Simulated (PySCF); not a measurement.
Ionisation energy along the 6-electron series

Calculated with PySCF 2.14 and a two-component X2C-1e Hamiltonian (Gaussian nucleus, no Breit or QED terms), each ion in its own even-tempered basis scaled to its charge; GMP2 freezes nothing and drops the highest virtual spinors. Values in eV. NIST values: (m) measured, (s) semi-empirical, (t) theoretical.

```tsv
ion	configuration	GHF (spin-free)	GMP2 (spin-free)	GHF (screened spin-orbit)	GMP2 (screened spin-orbit)	NIST
Mn¹⁹⁺	[He] 2s2 2p2	1537.4	1537.4	1536.5	1537.1	1537.2 ± 0.8 (s)
Co²¹⁺	[He] 2s2 2p2	1842.9	1842.8	1843.3	1844.3	1844 ± 1.1 (s)
```

Question: Fill in the row of Fe²⁰⁺.

Answer: configuration: [He] 2s2 2p2; GHF (spin-free): 1686.6; GMP2 (spin-free): 1686.6; GHF (screened spin-orbit): 1686.3; GMP2 (screened spin-orbit): 1687.1; NIST: 1687 ± 1 (s).
